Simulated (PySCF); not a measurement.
Compound: C5H7F2N.
SMILES with atom numbers: `[CH2:1]=[CH:2]/[C:3](=[N:4]\[CH3:5])[CH:6]([F:7])[F:8]` (hydrogens: H9, H10 on C1; H11 on C2; H12, H13, H14 on C5; H15 on C6)

Structure used (PBE0-D3(BJ)/def2-SVP), in Å, numbered top down from 1:
```xyz
15
C5H7F2N angstrom
C     -1.722    1.371   -0.202
C     -0.519    0.781   -0.223
C     -0.267   -0.638    0.065
N      0.859   -1.234    0.010
C      2.055   -0.527   -0.362
C     -1.420   -1.529    0.477
F     -2.366   -1.573   -0.492
F     -2.020   -1.058    1.594
H     -2.636    0.824    0.038
H     -1.822    2.435   -0.429
H      0.358    1.383   -0.473
H      1.987   -0.098   -1.377
H      2.911   -1.216   -0.346
H      2.280    0.303    0.332
H     -1.043   -2.547    0.664
```

Computed at PBE0/pcSseg-1 (PySCF, non-relativistic), with Q(14N) = 0.02044 b: N4, 14N (I = 1): χzz = -5.451 MHz, η = 0.331.

Problem. Find the zero-field quadrupole resonance frequencies of 14N at N4.

Solution. From ν± = (3/4)|χ|(1 ± η/3) and ν0 = |χ|η/2: ν+ 4.540 MHz, ν− 3.637 MHz, ν0 0.903 MHz (imine nitrogen).

In a crystal, neighbours and librations shift these lines. One conformer (not necessarily the lowest) at the PBE0-D3(BJ)/def2-SVP geometry, without solvent, vibrations or thermal averaging. With so small a basis the couplings can be 20 % off.
